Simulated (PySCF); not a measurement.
Job for PySCF: R-B3LYP/3-21G on GaH4NO (SMILES [NH2][GaH][OH]), a point of a torsion scan.

```python
from pyscf import gto, scf, dft, mp
from pyscf.data.elements import chemcore

mol = gto.M(
    atom='''
    N     1.29141266   -0.49894365   -0.00760132
    Ga   -0.21760936    0.54318971   -0.22336106
    O    -1.58030091   -0.34979513   -0.75498954
    H     1.69413691   -0.52433993    0.92555938
    H     2.06238635   -0.31638259   -0.64438052
    H    -0.38446703    2.05843270    0.01889440
    H    -2.49669566   -0.22583177   -0.98200302
    ''',
    basis='3-21g',
    charge=0, spin=0, verbose=3, max_memory=1800)
mf = dft.RKS(mol, xc='b3lyp')
mf.conv_tol = 1e-8
mf.max_cycle = 100
mf.kernel()
if not mf.converged:
    mf = mf.newton().run(mf.mo_coeff, mf.mo_occ)
```

It printed:

```
converged SCF energy = -2047.14277428066
```

Self-consistency was reached.

Cost: very roughly 4 core-seconds.
